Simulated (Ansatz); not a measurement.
Cost and result for the atomization energy of C$_{2}$H$_{5}$GaO (9 atoms, 8 bonds).

```xyz
9

C    -0.4683    0.6643    0.5796
Ga   -0.7496   -1.8294   -2.2401
C     0.6667   -0.1710    0.0239
O     0.2565   -0.9951   -1.0206
H    -0.8892    1.3067   -0.1979
H    -0.1168    1.3007    1.3965
H    -1.2651    0.0227    0.9642
H     1.0959   -0.7882    0.8250
H     1.4700    0.4892   -0.3306
```

Charge 0, multiplicity 1. Correlated methods include outer-core shells of Ga, which these sets cover unevenly. Scalar relativity is left out up to krypton. The bonds changed during the relaxation, so this is another structure than the one it started from. The geometry is a stationary point of PBE0-D4/def2-TZVP. Program: Ansatz. All runs use 2 threads of an Arm Neoverse V1 on a shared host. Times are those of one run each, without the atoms' runs, and a repeat can differ threefold. Electronic energies, without spin–orbit coupling; frozen cores. CCSD(T)/CBS adds CCSD(T) − MP2 in def2-TZVPP to the MP2 limit, and its time is that of the two runs behind it. T1 = 0.016. With those shells the extrapolation isn't a true limit.

CCSD(T)/CBS is a level of theory with its own doubt, some kJ/mol a heavy atom from the limit and from the frozen cores, so smaller differences don't rank the functionals.

| level | functions | wall time | atomization (kcal/mol) | difference from CCSD(T)/CBS | per bond |
| --- | --- | --- | --- | --- | --- |
| LDA (SPW92)/def2-TZVPP | 211 | 1.6 s | 916.3 | 116.4 | 14.6 |
| revPBE-D4/def2-TZVPP | 211 | 2.8 s | 795.3 | -4.6 | -0.6 |
| BLYP-D4/def2-TZVPP | 211 | 2.8 s | 799.3 | -0.6 | -0.1 |
| PBE-D4/def2-TZVPP (with forces) | 211 | 3.5 s | 815.4 | 15.5 | 1.9 |
| PBE0-D4/def2-TZVPP | 211 | 4 s | 799.1 | -0.8 | -0.1 |
| CAM-B3LYP-D4/def2-TZVPP | 211 | 4.7 s | 802.7 | 2.8 | 0.4 |
| r2SCANh-D4/def2-TZVPP | 211 | 7.5 s | 795.0 | -4.9 | -0.6 |
| CCSD(T)/def2-SVP | 99 | 7.5 s | 763.4 | -36.5 | -4.6 |
| PBE-QIDH/def2-TZVPP | 211 | 8 s | 793.2 | -6.7 | -0.8 |
| B97M-V/def2-TZVPP | 211 | 13 s | 798.6 | -1.3 | -0.2 |
| MP2/def2-QZVPP | 410 | 30 s | 804.8 | 4.9 | 0.6 |
| CCSD(T)/def2-TZVPP | 211 | 2.4 min | 780.4 | -19.5 | -2.4 |
| CCSD(T)/CBS(def2) | – | 2.9 min | 799.9 | 0.0 | 0.0 |

From PBE to PBE0 (25 % exact exchange), in def2-TZVPP and without D4, the atomization energy moves by −15.7 kcal/mol: exact exchange takes away binding that semilocal exchange gives to molecules. Leaving LDA and LC-ωPBE aside and taking each functional with its dispersion term where it has one, the values, not all of them listed here, spread over 41.5 kcal/mol, from BHLYP-D4 to PBE-D4. LDA lies +104.8 kcal/mol from PBE without D4, its usual overbinding. At CCSD(T), def2-SVP lies −36.4 kcal/mol from the extrapolated value and def2-TZVPP −19.5 kcal/mol: correlation converges slowly with the basis, and small sets miss more of it in the bonded molecule than in its fragments.
